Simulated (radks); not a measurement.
The numbers below are computed, except where a source is named.
Initial-state core-level shifts of the thulium ion Tm2+ when its valence configuration changes from [Xe] 4f13. Level of theory: Dirac Kohn-Sham, PBE, spin-unpolarised, spherical densities, point nucleus; open shells fill j = l - 1/2 first (a radial shooting solver on a logarithmic mesh with Libxc functionals). Shifts are changes of the shell-averaged eigenvalues in eV (positive: less bound).

valence	1s	2s	2p	5s
4f11 6s2	-19.908	-21.272	-21.098	-13.996
4f12 5d1	-6.530	-7.020	-6.945	-3.996
4f12 6s1	-9.167	-9.767	-9.691	-6.737
4f12.5 6s0.5	-4.359	-4.637	-4.602	-3.278
4f11 5d2	-13.959	-15.060	-14.890	-8.074
4f11 6p2	-22.073	-23.435	-23.257	-16.127
4f12.5 5d0.5	-3.138	-3.368	-3.333	-1.976
4f10.5 5d2.5	-17.958	-19.407	-19.181	-10.109
4f10 5d3	-22.126	-23.951	-23.666	-12.132
